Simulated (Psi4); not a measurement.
C$_{5}$H$_{8}$O, charge +1, doublet, at a GFN2-xTB geometry (a state made from the parent by changing its charge; the spin is typed, not shown lowest); REVPBE/6-31G* run with Psi4.

Psi4 was given this input:
```
memory 2 GB

molecule mol {
1 2
  O     0.748281    1.761659   -0.870550
  C     0.359038    0.820357   -0.280736
  C     1.154033   -0.427002    0.100137
  C     0.141120   -1.542735    0.225402
  C    -1.232207   -0.899192    0.358507
  C    -1.038762    0.599930    0.292939
  H     1.973023   -0.631751   -0.590643
  H     1.593684   -0.134245    1.062485
  H     0.394238   -2.191859    1.074380
  H     0.165059   -2.212228   -0.639822
  H    -1.742542   -1.174315    1.291400
  H    -1.900379   -1.258707   -0.429495
  H    -1.810405    1.133374   -0.263850
  H    -0.958254    1.068309    1.282451
}

set basis 6-31g*
set reference uks
set scf_type pk
set puream true
set d_convergence 1e-8
set dft_radial_points 99
set dft_spherical_points 590

energy('revpbe')
print_variables()
```

What the program printed (banner, timings and long lists left out):

```
   => Loading Basis Set <=

    Name: 6-31G*
    Role: ORBITAL
    Keyword: BASIS

         ---------------------------------------------------------
                                   SCF
               by Justin Turney, Rob Parrish, Andy Simmonett
                          and Daniel G. A. Smith
                              UKS Reference
         ---------------------------------------------------------

  ==> Geometry <==

    Molecular point group: c1
    Full point group: C1

    Geometry (in Angstrom), charge = 1, multiplicity = 2:

       Center              X                  Y                   Z               Mass
    ------------   -----------------  -----------------  -----------------  -----------------
         O            0.721348321775     1.698009806940    -0.837707352953    15.994914619570
         C            0.332105321775     0.756707806940    -0.247893352953    12.000000000000
         C            1.127100321775    -0.490651193060     0.132979647047    12.000000000000
         C            0.114187321775    -1.606384193060     0.258244647047    12.000000000000
         C           -1.259139678225    -0.962841193060     0.391349647047    12.000000000000
         C           -1.065694678225     0.536280806940     0.325781647047    12.000000000000
         H            1.946090321775    -0.695400193060    -0.557800352953     1.007825032230
         H            1.566751321775    -0.197894193060     1.095327647047     1.007825032230
         H            0.367305321775    -2.255508193060     1.107222647047     1.007825032230
         H            0.138126321775    -2.275877193060    -0.606979352953     1.007825032230
         H           -1.769474678225    -1.237964193060     1.324242647047     1.007825032230
         H           -1.927311678225    -1.322356193060    -0.396652352953     1.007825032230
         H           -1.837337678225     1.069724806940    -0.231007352953     1.007825032230
         H           -0.985186678225     1.004659806940     1.315293647047     1.007825032230

  Running in c1 symmetry.

  Rotational constants: A =      0.21938  B =      0.11353  C =      0.08146 [cm^-1]
  Rotational constants: A =   6576.73679  B =   3403.67512  C =   2442.07338 [MHz]
  Nuclear repulsion =  236.802549898085090

  Charge       = 1
  Multiplicity = 2
  Electrons    = 45
  Nalpha       = 23
  Nbeta        = 22

  ==> Algorithm <==

  SCF Algorithm Type is PK.
  DIIS enabled.
  MOM disabled.
  Fractional occupation disabled.
  Guess Type is SAD.
  Energy threshold   = 1.00e-06
  Density threshold  = 1.00e-08
  Integral threshold = 1.00e-12

  ==> Primary Basis <==

  Basis Set: 6-31G*
    Blend: 6-31G*
    Number of shells: 52
    Number of basis functions: 100
    Number of Cartesian functions: 106
    Spherical Harmonics?: true
    Max angular momentum: 2

  ==> DFT Potential <==

   => LibXC <=

    Version 7.1.2
    S. Lehtola, C. Steigemann, M. J. T. Oliveira, and M. A. L. Marques,  SoftwareX 7, 1–5 (2018) (10.1016/j.softx.2017.11.002)

   => Composite Functional: REVPBE <=

    revPBE GGA Exchange-Correlation Functional

    Y. Zhang and W. Yang, Phys. Rev. Lett. 80, 890, 1998

    Deriv               =              1
    GGA                 =           TRUE
    Meta                =          FALSE

    Exchange Hybrid     =          FALSE
    MP2 Hybrid          =          FALSE

   => Exchange Functionals <=

    1.0000   XC_GGA_X_PBE_R

   => Correlation Functionals <=

    1.0000     XC_GGA_C_PBE

   => LibXC Density Thresholds  <==

    XC_GGA_C_PBE:  1.00E-12
    XC_GGA_X_PBE_R:  1.00E-15

   => Molecular Quadrature <=

    Radial Scheme          =       TREUTLER
    Pruning Scheme         =           NONE
    Nuclear Scheme         =       TREUTLER

    Blocking Scheme        =         OCTREE
    BS radius alpha        =              1
    Pruning alpha          =              1
    Radial Points          =             99
    Spherical Points       =            590
    Total Points           =         754407
    Total Blocks           =           5274
    Max Points             =            256
    Max Functions          =             99
    Weights Tolerance      =       1.00E-15

  ==> Integral Setup <==

  Using in-core PK algorithm.
   Calculation information:
      Number of atoms:                  14
      Number of AO shells:              52
      Number of primitives:            122
      Number of atomic orbitals:       106
      Number of basis functions:       100

      Integral cutoff                 1.00e-12
      Number of threads:                 1

  Performing in-core PK
  Using 25507550 doubles for integral storage.
  We computed 899723 shell quartets total.
  Whereas there are 950131 unique shell quartets.

  ==> DiskJK: Disk-Based J/K Matrices <==

    J tasked:                  Yes
    K tasked:                   No
    wK tasked:                  No
    Schwarz Cutoff:          1E-12

  Minimum eigenvalue in the overlap matrix is 3.0725913247E-03.
  Reciprocal condition number of the overlap matrix is 5.2146939035E-04.
    Using symmetric orthogonalization.

  ==> Pre-Iterations <==

  SCF Guess: Superposition of Atomic Densities via on-the-fly atomic UHF (no occupation information).

   -------------------------
    Irrep   Nso     Nmo
   -------------------------
     A        100     100
   -------------------------
    Total     100     100
   -------------------------

  ==> Iterations <==

                        Total Energy        Delta E     RMS |[F,P]|

   @UKS iter SAD:  -270.09362602650236   -2.70094e+02   0.00000e+00
   @UKS iter   1:  -269.82109398578302    2.72532e-01   7.94024e-03 ADIIS/DIIS
   @UKS iter   2:  -268.72985859991235    1.09124e+00   1.52567e-02 ADIIS/DIIS
   @UKS iter   3:  -269.99656909456297   -1.26671e+00   5.82523e-03 ADIIS/DIIS
   @UKS iter   4:  -270.12927007143981   -1.32701e-01   2.73265e-03 ADIIS/DIIS
   @UKS iter   5:  -270.15332103985958   -2.40510e-02   1.23839e-03 ADIIS/DIIS
   @UKS iter   6:  -270.15935281282191   -6.03177e-03   4.45952e-04 ADIIS/DIIS
   @UKS iter   7:  -270.16069672910106   -1.34392e-03   4.58381e-05 DIIS
   @UKS iter   8:  -270.16070713455002   -1.04054e-05   2.78893e-05 DIIS
   @UKS iter   9:  -270.16071153314857   -4.39860e-06   6.41227e-06 DIIS
   @UKS iter  10:  -270.16071179146638   -2.58318e-07   1.92108e-06 DIIS
   @UKS iter  11:  -270.16071182057641   -2.91100e-08   5.39737e-07 DIIS
   @UKS iter  12:  -270.16071182312891   -2.55250e-09   2.64384e-07 DIIS
   @UKS iter  13:  -270.16071182364885   -5.19947e-10   1.08229e-07 DIIS
   @UKS iter  14:  -270.16071182370797   -5.91172e-11   5.13532e-08 DIIS
   @UKS iter  15:  -270.16071182372048   -1.25056e-11   2.42163e-08 DIIS
   @UKS iter  16:  -270.16071182372320   -2.72848e-12   7.77474e-09 DIIS
  Energy and wave function converged.

  ==> Post-Iterations <==

   Electrons on quadrature grid:
      Nalpha   =   22.9999992977 ; deviation = -7.023e-07
      Nbeta    =   21.9999993216 ; deviation = -6.784e-07
      Ntotal   =   44.9999986193 ; deviation = -1.381e-06

   @Spin Contamination Metric:   2.596632298E-03
   @S^2 Expected:                7.500000000E-01
   @S^2 Observed:                7.525966323E-01
   @S   Expected:                5.000000000E-01
   @S   Observed:                5.000000000E-01

    Orbital Energies [Eh]
    ---------------------

    Alpha Occupied:

[...]
    Alpha Virtual:

[...]
    Beta Occupied:

[...]
      22A     -0.478718

    Beta Virtual:

[...]
    Final Occupation by Irrep:
              A
    DOCC [    22 ]
    SOCC [     1 ]
    NA   [    23 ]
    NB   [    22 ]

  @UKS Final Energy:  -270.16071182372320

   => Energetics <=

    Nuclear Repulsion Energy =            236.8025498980850898
    One-Electron Energy =                -823.5654362510570081
    Two-Electron Energy =                 354.9588838867762206
    DFT Exchange-Correlation Energy =     -38.3567093575274853
    Empirical Dispersion Energy =           0.0000000000000000
    VV10 Nonlocal Energy =                  0.0000000000000000
    Total Energy =                       -270.1607118237232044

  UHF NO Occupations:
  HONO-2 :   21  A 1.9995642
  HONO-1 :   22  A 1.9995362
  HONO-0 :   23  A 1.0000000
  LUNO+0 :   24  A 0.0004638
  LUNO+1 :   25  A 0.0004358
  LUNO+2 :   26  A 0.0001294
  LUNO+3 :   27  A 0.0001116

Computation Completed

Properties will be evaluated at   0.000000,   0.000000,   0.000000 [a0]

Properties computed using the SCF density matrix

 Multipole Moments:

 ------------------------------------------------------------------------------------
     Multipole            Electronic (a.u.)      Nuclear  (a.u.)        Total (a.u.)
 ------------------------------------------------------------------------------------

 L = 1.  Multiply by 2.5417464519 to convert [e a0] to [Debye]
 Dipole X            :          2.1861591           -2.3411802           -0.1550211
 Dipole Y            :          5.1011503           -5.5328628           -0.4317124
 Dipole Z            :         -2.3316746            2.8549260            0.5232514
 Magnitude           :                                                    0.6958442

 ------------------------------------------------------------------------------------

  Variable Map:
  ----------------------------------------------------------------------------
[...]
  Array Variable Map:
  ----------------------------------------------------------------------------
[...]
[...]
```
